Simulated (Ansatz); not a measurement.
## CCSD(T) forces

SbNH$_{4}$ (SMILES [NH2][SbH2]), closed shell, displaced at random from a GFN2-xTB minimum.

N1  (-0.224, -0.905, 0.015)
Sb2  (0.739, 0.902, 0.024)
H3  (0.158, -1.509, -0.712)
H4  (-0.041, -1.414, 0.875)
H5  (-0.156, 1.366, -1.269)
H6  (-0.475, 1.544, 1.056)
(Å)

Ansatz 0.2.0; basis: def2-TZVPP; cores frozen in the correlated methods. Filled d shells of the heavier atoms are correlated. Core potentials replace the inner electrons of the atoms past krypton. The def2 sets are not built for correlating such inner shells, so the correlated values are less sure here.

CCSD(T) forces from the calculation:
| atom | Fx | Fy | Fz (eV/Å) |
| --- | --- | --- | --- |
| N1 | -0.054 | -0.585 | -0.077 |
| Sb2 | 0.160 | -0.064 | 0.891 |
| H3 | -0.010 | 0.156 | 0.021 |
| H4 | 0.032 | 0.072 | 0.089 |
| H5 | -0.399 | 0.404 | -0.894 |
| H6 | 0.270 | 0.016 | -0.031 |

Question: Which atom feels the largest CCSD(T) force, and how large is it?

Answer: H5, 1.06 eV/Å, along (-0.38, 0.38, -0.84).

Root-mean-square difference of the force components from those of CCSD(T): PBE0-D4 0.089; wB97M-V 0.061; r2SCAN-D4 0.109; PBE-D4 0.271; LC-wPBE 0.177; SPW92 0.235 eV/Å.

The T1 diagnostic stays at or below 0.014. These are differences at one structure, and CCSD(T) in triple zeta is itself an approximation.

For scale, one of the runs: CCSD(T)/def2-TZVPP forces, 137 basis functions (an equivalent command: `ansatz run in.yaml --threads 4`). The run took 52 s on 4 CPU threads (shared host), with 1.5 GiB of host memory at its peak.
